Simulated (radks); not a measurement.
Ionisation ladder of platinum, from Pt22+ to Pt43+. Each ion is in the ground configuration listed by NIST, and IE = E(next ion) - E(this ion). Calculated with a radial shooting solver on a logarithmic mesh with Libxc functionals: Dirac Kohn-Sham, PBE, spin-unpolarised, spherical densities, finite nucleus; open shells fill j = l - 1/2 first; Fermi nuclear charge, rms radius 5.427 fm.

species      configuration  E (hartree)  IE, Delta-SCF (eV)  -e(HOMO) (eV)   HOMO  <r> HOMO (bohr)  IE, NIST (eV)    kind  error (eV)
Pt22+       [Kr] 4d10 4f10  -18243.1505              654.93         631.61  4f7/2            0.453            660  theory        -5.1
Pt23+        [Kr] 4d10 4f9  -18219.0821              702.38         678.46  4f7/2            0.446            710  theory        -7.6
Pt24+        [Kr] 4d10 4f8  -18193.2700              751.01         726.50  4f7/2            0.439            760  theory        -9.0
Pt25+        [Kr] 4d10 4f7  -18165.6707              800.80         775.72  4f7/2            0.432            820  theory       -19.2
Pt26+        [Kr] 4d10 4f6  -18136.2417              856.88         831.06  4f5/2            0.422            870  theory       -13.1
Pt27+        [Kr] 4d10 4f5  -18104.7519              909.27         882.89  4f5/2            0.416            930  theory       -20.7
Pt28+        [Kr] 4d10 4f4  -18071.3368              962.78         935.84  4f5/2            0.410            980  theory       -17.2
Pt29+        [Kr] 4d10 4f3  -18035.9551              1017.4         989.91  4f5/2            0.404           1040  theory       -22.6
Pt30+        [Kr] 4d10 4f2  -17998.5666              1073.1         1045.1  4f5/2            0.399           1090  theory       -16.9
Pt31+        [Kr] 4d10 4f1  -17959.1313              1129.9         1101.3  4f5/2            0.394           1140  theory       -10.1
Pt32+            [Kr] 4d10  -17917.6099              1402.9         1375.8  4d5/2            0.414           1402  theory        +0.9
Pt33+             [Kr] 4d9  -17866.0537              1457.6         1430.2  4d5/2            0.411           1454  theory        +3.6
Pt34+             [Kr] 4d8  -17812.4864              1513.0         1485.2  4d5/2            0.408           1509  theory        +4.0
Pt35+             [Kr] 4d7  -17756.8862              1568.9         1540.8  4d5/2            0.405           1567  theory        +1.9
Pt36+             [Kr] 4d6  -17699.2315              1625.3         1597.0  4d5/2            0.402           1624  theory        +1.3
Pt37+             [Kr] 4d5  -17639.5010              1682.4         1653.8  4d5/2            0.399           1680  theory        +2.4
Pt38+             [Kr] 4d4  -17577.6738              1765.6         1736.2  4d3/2            0.390           1763  theory        +2.6
Pt39+             [Kr] 4d3  -17512.7901              1824.6         1795.0  4d3/2            0.387           1821  theory        +3.6
Pt40+             [Kr] 4d2  -17445.7356              1884.3         1854.4  4d3/2            0.384           1883  theory        +1.3
Pt41+             [Kr] 4d1  -17376.4902              1944.4         1914.3  4d3/2            0.381           1941  theory        +3.4
Pt42+                 [Kr]  -17305.0342              2175.3         2145.9  4p3/2            0.391           2171  theory        +4.3
Pt43+    [Ar] 3d10 4s2 4p5  -17225.0934              2234.2         2204.7  4p3/2            0.389           2228  theory        +6.2

Reference values: NIST Atomic Spectra Database (exp. = measured, semi-emp. = semi-empirical, theory = theoretical value adopted there). The ionisation energy per charge of the ion left behind rises most, in proportion, at Pt32+ ([Kr] 4d10), from 35.308 to 42.513 eV. Spin polarisation and multiplet splitting are left out, so open shells lie too high by an amount that depends on their filling.

Beside tabulated values, note that spin-unpolarised runs miss the spin-polarisation part of the exchange energy of open shells.
